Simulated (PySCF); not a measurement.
**BeI₂: calculation against measurement**

Isolated BeI₂, optimised in PySCF with density fitting and no spin–orbit coupling; def2 sets carry scalar-relativistic core potentials from Rb on. All levels below give a singlet of D∞h symmetry: PBE0/def2-TZVP Be–I 2.162 Å (×2); B3LYP/def2-TZVP Be–I 2.170 Å (×2); PBE/def2-TZVP Be–I 2.171 Å (×2).

Counting electrons, beryllium keeps none of its valence electrons outside its bonds, so the VSEPR class is AX2 and the expected shape is linear (D∞h), as computed.

Measured fundamentals (Jacox, Vibrational and Electronic Energy Levels of Polyatomic Transient Molecules, as compiled in the NIST Chemistry WebBook) beside computed harmonic wavenumbers, in cm⁻¹:

```json
{"mode as compiled": "Σu+ asym. stretch", "computed symmetry": "σu+", "measured": "872", "medium": "neon matrix", "PBE0/def2-TZVP": "884", "B3LYP/def2-TZVP": "866", "PBE/def2-TZVP": "863"}
```

Problem. How close does each level come?

Solution. Mean absolute differences: PBE0/def2-TZVP 1.3 %, B3LYP/def2-TZVP 0.7 %, PBE/def2-TZVP 1.0 %. The mean ratio of measured to computed values at B3LYP/def2-TZVP is 1.007. Harmonic values should lie a little above fundamentals, yet here they lie below on average; matrices shift bands further, usually down by up to a few per cent.
